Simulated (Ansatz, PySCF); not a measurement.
System: sum formula SiPH4, charge -1, multiplicity 1. It need not be the lowest isomer of its formula. Whether it binds its extra electron was not tested at this geometry. 
Structure (B3LYP-D3(BJ)/def2-TZVP (Ansatz, a quantum-chemistry and plane-wave program) minimum search):
SMILES: [SiH3][PH-]
```xyz
6

Si    -0.9754     0.1096     0.1952
P      1.1345    -0.1886    -0.2861
H     -1.8218    -0.8234    -0.6279
H     -1.6242     1.4545    -0.0615
H     -1.4717    -0.1519     1.6026
H      1.5563     0.8159     0.6449
```
Charge -1, spin multiplicity 1.

Total electronic energies in hartree. Valence correlation only, unless marked. No spin-orbit coupling. No relativistic terms. CBS marks a two-point X^-3 extrapolation of the correlation energy; Hartree-Fock from the larger set. The bracket is a focal-point correction in the basis named.

| level | program | energy (Eh) |
|---|---|---|
| r2SCAN-D3(BJ)/def2-TZVPD | Ansatz + dftd3 | -633.23534 |
| B97M-V/def2-TZVPD | Ansatz | -633.13386 |
| M06-2X/def2-TZVPD | PySCF | -633.23817 |
| MN15-D3(BJ)/def2-TZVPD | PySCF + dftd3 | -633.06086 |
| MP2/6-31G | Ansatz | -631.98619 |
| MP2/cc-pV(Q+d)Z | Ansatz | -632.36198 |
| SCS-MP2/def2-SVP | Ansatz | -632.02724 |
| CCSD/def2-TZVPP | Ansatz | -632.35960 |
| RI-MP2/CBS(aug-cc-pV(T+d)Z,aug-cc-pV(Q+d)Z)+[CCSD(T)-MP2]/aug-cc-pV(T+d)Z | Ansatz | -632.4375 |

Totals of different functionals don't rank their quality; only differences between species are comparable.
